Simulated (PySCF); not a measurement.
## Zn: excitation energy

Zn [Ar] 3d10 4s2 (1S) → Zn [Ar] 3d9 4s2 5s1 (3D), as a difference of total energies. Calculation: PySCF 2.14, in aug-cc-pVDZ-PP with ECP10MDF (5s5p4d2f, 54 functions); a scalar-relativistic core potential. Correlated levels: valence: 3s2 3p6 frozen. The calculations carry no spin-orbit coupling.

```tsv
method	excitation energy (cm⁻¹)
UHF	99432
LDA	125960
PBE	120370
PBE0	117060
r2SCAN	117960
BHandHLYP	113340
LC-wPBE	119860
PBEsol	122160
wB97M-V	116380
MP2 (valence)	122440
SCS-MP2 (valence)	119600
```

The upper state lies above the first ionisation limit, where it may autoionise and the basis confines it. A Rydberg-like electron needs more diffuse functions than a valence basis has.

The promoted electron is Rydberg-like, and one or two diffuse shells describe it only roughly, which tends to raise the upper state.
